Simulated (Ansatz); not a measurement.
Reaction (substitution at a C–Ge bond): `N[CH2][GeH3]` + `CCS` → `CCSCN` + GeH₄

Calculated with Ansatz (gas phase, PBE0-D4/def2-TZVP geometries, no zero-point term in ΔE). CCSD(T)/CBS is the MP2 limit (def2-TZVPP, def2-QZVPP) plus CCSD(T) − MP2 in def2-TZVPP, frozen cores. Functionals use def2-TZVPP. B3LYP here is the variant with VWN-RPA as its local correlation; programs differ in this. For Ge outer-core shells are correlated without core-valence functions, which leaves a few kJ/mol of doubt a bond. Scalar relativity is left out up to krypton. Each species was taken in one conformer, which may not be the lowest.

Task: Is it downhill or uphill in electronic energy at CCSD(T)/CBS, and by how much? (Best estimate.)

Result: Computed: Uphill: ΔE = +8.8 kJ/mol.

Task: What do these levels give: PBE-D4, r2SCAN-D4, PBE0-D4, B2PLYP, PBE0, B3LYP, HF/def2-TZVPP, CCSD/def2-TZVPP, CCSD(T)/def2-TZVPP, MP2/def2-QZVPP, MP2/CBS(def2), CCSD/CBS(def2)? (Best estimate.)

Result: The calculation gave: PBE-D4 2.1, r2SCAN-D4 3.5, PBE0-D4 3.7, B2PLYP 8.5, PBE0 6.8, B3LYP 9.7, HF/def2-TZVPP 11.9, CCSD/def2-TZVPP 12.0, CCSD(T)/def2-TZVPP 9.6, MP2/def2-QZVPP 7.6, MP2/CBS(def2) 7.5, CCSD/CBS(def2) 11.1 kJ/mol.

Largest T1 diagnostic among the species: 0.012.

The D4 term adds −5.3 kJ/mol with B3LYP and −3.1 kJ/mol with PBE0; it sums over pairs of atoms, weighted by their polarisabilities, and B3LYP, whose exchange is more repulsive, gets the larger term.
